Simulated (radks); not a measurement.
All-electron atom: Mn II in [Ar] 3d5 4s1. All-electron calculation, non-relativistic Kohn-Sham, LDA (Slater exchange, VWN5 correlation), spin-unpolarised, spherical densities, point nucleus. Program: a radial shooting solver on a logarithmic mesh with Libxc functionals. Some entries of the table are withheld. Estimate them.

orbital,occ.,eigenvalue (eV),<r^2> (bohr^2),<1/r> (bohr^-1)
1s,2,-6367.542,(1),24.48
2s,2,-739.2302,0.09461,5.209
2p,6,-635.8331,0.07594,5.166
3s,2,-91.9804,0.8587,1.639
3p,6,-62.4568,0.9753,1.515
3d,5,-15.4166,(2),1.148
4s,1,(3),9.007,0.4630

Answer. 
(1) 1s <r^2> (bohr^2): 0.005100
(2) 3d <r^2> (bohr^2): 1.836
(3) 4s eigenvalue (eV): -12.0148
